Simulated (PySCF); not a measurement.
C5H10O2.
Z-matrix (Å and degrees, GFN2-xTB geometry), rows numbered from 1:
```
C 
O   1  1.4133
C   2  1.3936  1  113.67
O   3  1.3976  2  113.77  1   -66.52
C   4  1.4020  3  113.69  2   -67.91
C   5  1.5020  4  119.12  3   -86.63
C   5  1.4919  4  116.92  3  -155.84
H   1  1.0876  2  106.31  3   177.97
H   1  1.0960  2  110.59  3   -62.84
H   1  1.0939  2  111.20  3    58.43
H   3  1.0996  2  105.27  1   171.26
H   3  1.1012  2  111.18  1    51.93
H   5  1.0866  4  113.44  3    59.48
H   6  1.0790  5  118.42  7  -108.52
H   6  1.0791  5  117.62  7   107.12
H   7  1.0782  5  116.84  6  -107.92
H   7  1.0787  5  118.18  6   109.11
```

The calculation used CAM-B3LYP/def2-SVPD in PySCF (dipole) on a GFN2-xTB geometry, gas phase.

Take the most abundant isotopes and a rigid rotor. The values belong to one conformer with, in the numbering `[CH3:1][O:2][CH2:3][O:4][CH:5]1[CH2:6][CH2:7]1`, C1–O2–C3–O4 -67°, O2–C3–O4–C5 -68°, C3–O4–C5–C6 -87°.

(1) Give the principal moments of inertia and the rotational constants in MHz.

(2) Classify the top.

(3) What does the inertial defect say?

(4) Give the other two planar moments, Paa and Pbb, and the rms extents of the mass along the axes.

(5) Where do the levels up to J = 4 lie, in K?

(6) Predict some low-J microwave lines.

## Answers

(1) Ia = 72.01, Ib = 361.46, Ic = 377.54 u·Å²; 505379 MHz·u·Å²/I gives A = 7018, B = 1398, C = 1339 MHz.

(2) A near-prolate asymmetric top: κ = (2 × 1398 − 7018 − 1339)/(7018 − 1339) = -0.98.

(3) Not planar: Δ = Ic − Ia − Ib = -55.93 u·Å². For a rigid frame Δ = −2 Σ m c², so Σ m c² = 27.97 u·Å² lies off the ab plane: 8.64 from hydrogen and 19.32 from heavier atoms. The atom farthest from that plane is 1.40 Å away.

(4) Paa = Σ m a² = (Ib + Ic − Ia)/2 = 333.49 and Pbb = Σ m b² = (Ia + Ic − Ib)/2 = 44.05 u·Å². With the mass M = 102.07 u, the rms extents √(P/M) along a, b and c are 1.81, 0.66, 0.52 Å.

(5) Above 0(0,0), as E/k:
J = 1: 1(0,1) 0.131, 1(1,1) 0.401, 1(1,0) 0.404
J = 2: 2(0,2) 0.394, 2(1,2) 0.661, 2(1,1) 0.669, 2(2,1) 1.479, 2(2,0) 1.479
J = 3: 3(0,3) 0.788, 3(1,3) 1.051, 3(1,2) 1.068, 3(2,2) 1.873, 3(2,1) 1.873, 3(3,1) 3.228, 3(3,0) 3.228
J = 4: 4(0,4) 1.313, 4(1,4) 1.570, 4(1,3) 1.599, 4(2,3) 2.398, 4(2,2) 2.398, 4(3,2) 3.754, 4(3,1) 3.754, 4(4,1) 5.651, 4(4,0) 5.651
Those of J = 1 are B + C, A + C and A + B.

(6) The dipole components are |μa| = 0.11 D, |μb| = 0.16 D, |μc| = 0.03 D. The squared components, which scale the intensities, stand as 0.46 : 1.00 : 0.03 (a : b : c). Some lines, for components of 0.1 D or more:

```json
{"type": "a", "branch": "R", "J(Ka,Kc)": "1(0,1) ← 0(0,0)", "MHz": "2737", "lower level (cm⁻¹)": "0.000"}
{"type": "a", "branch": "R", "J(Ka,Kc)": "2(1,2) ← 1(1,1)", "MHz": "5414", "lower level (cm⁻¹)": "0.279"}
{"type": "a", "branch": "R", "J(Ka,Kc)": "2(0,2) ← 1(0,1)", "MHz": "5473", "lower level (cm⁻¹)": "0.091"}
{"type": "a", "branch": "R", "J(Ka,Kc)": "2(1,1) ← 1(1,0)", "MHz": "5533", "lower level (cm⁻¹)": "0.281"}
{"type": "b", "branch": "Q", "J(Ka,Kc)": "1(1,0) ← 1(0,1)", "MHz": "5679", "lower level (cm⁻¹)": "0.091"}
{"type": "b", "branch": "Q", "J(Ka,Kc)": "2(1,1) ← 2(0,2)", "MHz": "5739", "lower level (cm⁻¹)": "0.274"}
{"type": "b", "branch": "R", "J(Ka,Kc)": "1(1,1) ← 0(0,0)", "MHz": "8356", "lower level (cm⁻¹)": "0.000"}
{"type": "b", "branch": "R", "J(Ka,Kc)": "2(1,2) ← 1(0,1)", "MHz": "11034", "lower level (cm⁻¹)": "0.091"}
{"type": "b", "branch": "Q", "J(Ka,Kc)": "2(2,0) ← 2(1,1)", "MHz": "16859", "lower level (cm⁻¹)": "0.465"}
{"type": "b", "branch": "Q", "J(Ka,Kc)": "2(2,1) ← 2(1,2)", "MHz": "17037", "lower level (cm⁻¹)": "0.459"}
{"type": "b", "branch": "R", "J(Ka,Kc)": "2(2,1) ← 1(1,0)", "MHz": "22392", "lower level (cm⁻¹)": "0.281"}
{"type": "b", "branch": "R", "J(Ka,Kc)": "2(2,0) ← 1(1,1)", "MHz": "22452", "lower level (cm⁻¹)": "0.279"}
```

Not checked by GFN2-xTB frequencies. Zero-point vibration and centrifugal distortion are left out. A rigid rotor knows nothing of internal rotation, which can split or shift real lines.
